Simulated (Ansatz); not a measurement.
CH3FSSiZn, SMILES `F[CH]1S[SiH2][Zn]1`. Total charge 0; spin multiplicity 1. The geometry is a stationary point of PBE0-D4/def2-TZVP.

```xyz
8

F     0.872   -1.802    1.404
C     0.219   -0.588    1.430
S     0.970    0.609    0.274
Si   -0.405    0.596   -1.430
Zn   -1.486   -0.555    0.332
H     0.326   -0.177    2.434
H    -0.661    2.009   -1.822
H     0.164   -0.093   -2.623
```

(1) What is the dipole moment at PBE/def2-TZVPP? (Best estimate.)

(2) And with r2SCAN, B3LYP, ωB97M-V? (Estimate.)

(3) Give the Mulliken charges with PBE, B3LYP, ωB97M-V in def2-TZVPP. (An estimate is asked.)

## Answers

(1) The calculation gave: 2.53 D, with components (-2.51, 0.19, 0.23) D in this frame, pointing from negative to positive charge.

(2) Ansatz gave: r2SCAN 2.74 D, B3LYP 2.97 D, ωB97M-V 3.39 D.

(3) Ansatz gave: 
```tsv
atom	PBE	B3LYP	ωB97M-V
F1	-0.18	-0.23	-0.22
C2	0.11	0.10	0.02
S3	-0.15	-0.18	-0.15
Si4	0.16	0.21	0.12
Zn5	0.05	0.09	0.14
H6	0.10	0.11	0.12
H7	-0.04	-0.05	-0.01
H8	-0.05	-0.05	-0.02
```

B3LYP here is the variant with VWN-RPA as its local correlation; programs differ in this.
